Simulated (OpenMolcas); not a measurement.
**Fe2+: ligand-field states by method**

Fe2+ with 6 ligands (chloride) in octahedral coordination (Oh) at 2.5 Å. A charge of +0.667 e stands 3.2 Å behind each ligand. Ligand basis ANO-RCC-VDZP.

```json
{
  "Program": "OpenMolcas",
  "Basis": "ANO-RCC-VDZP [5s4p2d1f]",
  "Scalar Hamiltonian": "DKH2, point nucleus",
  "Active space": "6 electrons in 5 orbitals (3d)",
  "State averaging": "2S+1 = 5 even, 5 roots; 2S+1 = 3 even, 45 roots; 2S+1 = 1 even, 50 roots",
  "Spin-orbit coupling": "state interaction with AMFI integrals over the reference wave functions"
}
```

I. CASSCF
II. SS-CASPT2, IPEA 0.25 Eh, imaginary shift 0.1 Eh (closed shells correlated: 3s 3p and the ligand valence shells)

Spin-free states (labels of O, the rotations of Oh) in cm-1, each column counted from its own energy of the first state listed:

```
State  Degeneracy      I     II
  5T2           3      0      0
   5E           2   4398   5210
  3T1           3  18990  16530
  3T2           3  20912  17780
  3T1           3  22491  20060
   3E           2  24346  22050
  3T2           3  25323  21310
  3T1           3  25328  20990
  1A1           1  25860  22540
  3A2           1  27959  24000
  3T1           3  28039  25650
  3T2           3  28255  24410
  1T1           3  28893  25520
   3E           2  29386  26400
  3A1           1  31443  28770
  1T2           3  31786  27890
  3T1           3  32404  31100
   1E           2  33529  29400
  1A1           1  34397  29470
  1T2           3  35294  31780
```

From I to II, I's first state of the same spin (5E) moves from 4398 to 5210 cm-1, by about +810 cm-1.

From I to II, I's first state of another spin (3T1) moves from 18990 to 16530 cm-1, by about -2500 cm-1.

I: A least-squares ligand-field fit to the states below 45000 cm-1, each weighted by its degeneracy and with a free common offset, gives 10Dq = 4340 cm-1, B = 1128 cm-1 and C = 4203 cm-1 (C/B = 3.73), with an rms deviation of 48 cm-1. The same method and metal basis give the free ion B = 1168 cm-1 (fit to its terms below 60000 cm-1, rms deviation 30 cm-1), so the nephelauxetic ratio is β = 1128 / 1168 = 0.97; it hangs on how both fits weigh the states, and computed free-ion B values tend to be too large, so β mixes covalency with correlation.

χT at 300 K: I 4.20, II 4.16 cm3 K/mol.

Roots that are degenerate in the reference are averaged as groups; the widest CASPT2 spread within a group is 560 cm-1 (the 2-fold group of multiplicity 1 near 74900 cm-1 above the lowest state of its run, II). Shifts and gaps below about the spread of the groups concerned are not significant. Over all roots computed the reference weight is 0.65 to 0.68 in II; a low but even weight reflects the number of correlated electrons. An orbital triplet at a regular site is open to Jahn-Teller coupling, which can distort the site and quench the lowest spin-orbit gaps and is left out. Ligand-to-metal charge-transfer states are missing. Without dynamic correlation the repulsion within the d shell is too large (B by tens of per cent), so at a given field states of lower spin stand too high (holds for I). With no ligand orbital active B as a rule stays too high, so bands that hang on it stand too high and its fall with covalency is understated (holds for I). With metal d orbitals alone and no dynamic correlation the field as a rule comes out too small, by tens of per cent, by up to half for chloride and softer ligands, and with too little covalency χT stands high (holds for I). A single d shell leaves out the double-shell effect, which counts most for late 3d ions, where the CASPT2 field can be off either way by tens of per cent (holds for II). These CASPT2 states fit no ligand-field parameters well, so their order and spin gaps are uncertain (holds for II). For late 3d ions with one d shell CASPT2 can put B and the spin-flip bands somewhat low as well as high (holds for II). With one d shell and no ligand orbital active, 10Dq can be off by tens of per cent for divalent 3d ions, low with halides held by bare charges and at times high in hosts (holds for II). Free-ion shares, where given, are those of the reference states; single-state CASPT2 does not remix them (holds for II). The distance lies 2 % under the 2.54 Å that this model takes as the normal distance (a Shannon-type radius plus a fixed donor radius); by an R⁻⁵ law this alone changes a d-shell field by about +8 %. No measured value stands beside these numbers; the geometry is a model, was not optimised and need not be the one that this ion takes.
